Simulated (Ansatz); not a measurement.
`[CH3][W](=[NH])(=[NH])[OH]` and `[NH]=[W](=[NH])([OH])[F]` differ in one atom or group.

Ansatz, PBE0-D4/def2-TZVP geometries, multiplicity 1. Each molecule was computed in one conformer, which needn't be the lowest.

Elements past krypton have def2 core potentials.

| property | `[CH3][W](=[NH])(=[NH])[OH]` |
| --- | --- |
| HOMO energy (B3LYP/def2-TZVPP) / eV | -7.32 |
| HOMO energy (PBE/def2-TZVPP) / eV | -6.21 |
| HOMO–LUMO gap (ωB97M-V/def2-TZVPP) / eV | 10.89 |
| HOMO–LUMO gap (PBE/def2-TZVPP) / eV | 4.33 |
| HOMO–LUMO gap (B3LYP/def2-TZVPP) / eV | 6.04 |
| ideal-gas entropy at 298 K and 1 bar (rigid rotor, harmonic PBE0-D4/def2-TZVP) / J/(mol·K) | 364 |

Q: Give the same properties after the change, and the shifts. (Estimate.)

A: The calculation gave: 
```
                                                                                  property  `[NH]=[W](=[NH])([OH])[F]`  shift
                                                       HOMO energy (B3LYP/def2-TZVPP) / eV                       -7.69  -0.37
                                                         HOMO energy (PBE/def2-TZVPP) / eV                       -6.55  -0.34
                                                   HOMO–LUMO gap (ωB97M-V/def2-TZVPP) / eV                       11.23   0.34
                                                       HOMO–LUMO gap (PBE/def2-TZVPP) / eV                        4.68   0.35
                                                     HOMO–LUMO gap (B3LYP/def2-TZVPP) / eV                        6.38   0.34
ideal-gas entropy at 298 K and 1 bar (rigid rotor, harmonic PBE0-D4/def2-TZVP) / J/(mol·K)                         345    -19
```

The zero-point energy changes by -87.5 kJ/mol with -9 modes.

B3LYP here is the variant with VWN-RPA as its local correlation; programs differ in this.
